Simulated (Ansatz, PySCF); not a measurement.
C₅H₅, SMILES [C]1=CCC=C1, multiplicity 2. Atoms are numbered in the order given.

```xyz
10

C     -1.2587    -0.0025     0.0000
C     -0.5509    -1.1383     0.0000
C      0.8965    -0.7187     0.0000
C      0.8497     0.7803     0.0000
C     -0.4378     1.1948     0.0000
H     -0.9022    -2.1698     0.0000
H      1.4355    -1.1090    -0.8836
H      1.4355    -1.1090     0.8836
H      1.7369     1.4163     0.0000
H     -0.8000     2.2231     0.0000
```
Charge 0, spin multiplicity 2.

Geometry: PBE0-D3(BJ)/def2-SVP. The isomer is the one that the SMILES or the coordinates give; other isomers of the formula were not compared. One conformer was computed; it need not be the lowest.

Two levels are set side by side: PBE-D3(BJ)/def2-SVP (Ansatz, a first-principles code) and PBE0-D3(BJ)/def2-SVP (Ansatz). Each level has its own optimised geometry; the coordinates shown are those of the second. Frequencies come from the Hessian of PySCF at each geometry. Differences are taken from unrounded values.

| quantity | PBE0-D3(BJ) | PBE-D3(BJ) | PBE-D3(BJ) minus PBE0-D3(BJ) |
|---|---|---|---|
| mean bond length (Å) | 1.263 | 1.272 | 0.009 |
| bond C1–C2 (Å) | 1.338 | 1.349 | 0.011 |
| bond C1–C5 (Å) | 1.452 | 1.456 | 0.004 |
| bond C2–C3 (Å) | 1.507 | 1.517 | 0.010 |
| bond C3–C4 (Å) | 1.500 | 1.508 | 0.008 |
| bond C4–C5 (Å) | 1.353 | 1.366 | 0.013 |
| bond C2–H6 (Å) | 1.090 | 1.097 | 0.008 |
| bond C3–H7 (Å) | 1.106 | 1.115 | 0.009 |
| bond C3–H8 (Å) | 1.106 | 1.115 | 0.009 |
| bond C4–H9 (Å) | 1.092 | 1.099 | 0.008 |
| bond C5–H10 (Å) | 1.090 | 1.098 | 0.008 |
| highest harmonic wavenumber (cm⁻¹) | 3262 | 3171 | -90 |
| mean harmonic wavenumber (cm⁻¹) | 1465 | 1412 | -53 |
| zero-point energy (kcal/mol) | 50.27 | 48.45 | -1.82 |

Exact exchange shortens and stiffens bonds; PBE has none. Differences between two approximate levels are no errors against the true value.
